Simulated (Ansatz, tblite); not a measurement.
Removing and adding an electron: TeMe2 (C₂H₆Te). Total charge 0; singlet. Geometry: PBE-D4/def2-TZVP. Ansatz, gas phase; energy differences of separate SCF runs; the oxidised species was run as a doublet alone; the reduced species was run as a doublet alone.

| atom | x (Å) | y (Å) | z (Å) |
| --- | --- | --- | --- |
| Te1 | -0.439 | -0.557 | 1.275 |
| C2 | 1.164 | 0.785 | 0.731 |
| H3 | 0.748 | 1.692 | 0.279 |
| H4 | 1.847 | 0.281 | 0.039 |
| H5 | 1.696 | 1.042 | 1.654 |
| C6 | -1.157 | -0.776 | -0.750 |
| H7 | -0.372 | -1.217 | -1.374 |
| H8 | -1.464 | 0.200 | -1.140 |
| H9 | -2.022 | -1.449 | -0.714 |

In the def2 sets Te takes a core potential; there is no spin–orbit coupling. The xTB rows come from tblite.

```
               level  −HOMO (eV)  vertical IE (eV)  −LUMO (eV)  vertical EA (eV)  HOMO–LUMO gap (eV)  IE − EA (eV)                       remarks
            GFN1-xTB        9.86             13.78        6.13              2.86                3.73         10.93                             –
            GFN2-xTB        9.46             12.91        5.20              1.81                4.27         11.10                             –
    PBE-D4/def2-TZVP        4.64              7.74        1.28                 –                3.36             –                             –
   PBE-D4/def2-TZVPD        4.66                 –        1.39             -0.34                3.27             –  HOMO above zero (-1 doublet)
 r2SCAN-D4/def2-TZVP        4.85              7.72        1.04                 –                3.80             –                             –
r2SCAN-D4/def2-TZVPD        4.86                 –        1.11             -0.48                3.75             –  HOMO above zero (-1 doublet)
   PBE0-D4/def2-TZVP        5.67              7.78        0.47                 –                5.21             –                             –
  PBE0-D4/def2-TZVPD        5.69                 –        0.63             -0.46                5.05             –  HOMO above zero (-1 doublet)
```

   A HOMO above zero means that the electron is unbound at that level or that self-interaction error raises the level; the energy of removing that electron tells which. Raw xTB energy differences between charge states are shifted by several eV; the methods need an empirical correction for them. A negative affinity means that the extra electron isn't bound; its size then hangs on the basis.
